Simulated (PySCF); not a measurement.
Telling isomers of C$_{7}$H$_{4}$F$_{3}$N$_{3}$ apart by NMR

[PySCF: geometry from GFN2-xTB; GIAO PBE0/pcSseg-1 shieldings; equivalent nuclei averaged; in vacuum; one computed conformer; no relativistic terms]

Scale: TMS for 1H (31.72 ppm), 13C (186.93 ppm) (reference shieldings calculated alike). Splittings of carbon signals by F and P are missing where no couplings were computed. Where no couplings were computed, multiplicities follow the n + 1 count of equivalent neighbours, and m marks all less simple cases (inequivalent or close neighbours, rings, F or P nearby). Shifts are as computed. Against solution values, carbons near 30 ppm lie about +3 ppm off and those near 130 ppm about +5 ppm. Of 1211 compounds with measured shifts, 218 miss one by over three times the rms of a fit or turn the order of signals round; such compounds aren't used in these exercises.

(1) Tabulate the signals of `C#Cc1nnnc(C(F)(F)F)c1C`, `FC(F)(F)c1cccc2cnnn12` and their relative energies.

(2) What is the quickest way to tell C#Cc1nnnc(C(F)(F)F)c1C from FC(F)(F)c1cccc2cnnn12?

## Answers

(1) 
| SMILES | carbon types | δC | δH | E rel. (kcal/mol) |
| --- | --- | --- | --- | --- |
| C#Cc1nnnc(C(F)(F)F)c1C | 5×C 1×CH 1×CH3 | 151.9, 150.6, 138.5, 132.2, 102.7, 82.8, 15.2 | 3.70 (s, 1H), 2.93 (s, 3H) | 65.9 |
| FC(F)(F)c1cccc2cnnn12 | 3×C 4×CH | 142.0, 131.1, 130.5, 130.4, 127.9, 127.6, 119.6 | 8.42 (m, 1H), 8.23 (d, 1H), 7.69 (m, 1H), 7.51 (m, 1H) | 0.0 |

Energies are electronic energies at PBE0/pcSseg-1 on these geometries, without zero-point or thermal terms, each for the one conformer computed, which needn't be the lowest.

(2) Both give the same number of carbon signals, but DEPT or the intensities differ. The first has a methyl carbon on an aromatic ring (CH3) at 15.2 ppm, the second an aromatic CH next to a ring nitrogen at 130.4 ppm. Their most deshielded carbons lie at 151.9 and 142.0 ppm. In the proton spectra the most deshielded non-exchanging signals are 3.70 (s, 1H) and 8.42 (m, 1H).
